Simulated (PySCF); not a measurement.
Si(F)3(vinyl) (C2H3F3Si), SMILES C=C[Si](F)(F)F.

Geometry: TPSSh-D3(BJ)/def2-SVP. Other conformers were not sampled.

Computed with SMD-M06-2X/6-31G* (PySCF).

Solvation free energies are E(SMD) − E(gas) at the gas-phase geometry, for 1 M in both phases. In vacuum the dipole moment is 2.79 D.

Problem. Estimate the solvation free energies in water, acetonitrile, dichloromethane. (The exact figures need the calculation; the answer reports its results.)

Solution. 
| solvent | ΔG(solv) (kcal/mol) | its non-electrostatic (CDS) part | dipole (D) |
|---|---|---|---|
| water | 0.4 | 4.7 | 3.37 |
| acetonitrile | -2.9 | 1.3 | 3.36 |
| dichloromethane | -3.2 | 0.5 | 3.29 |
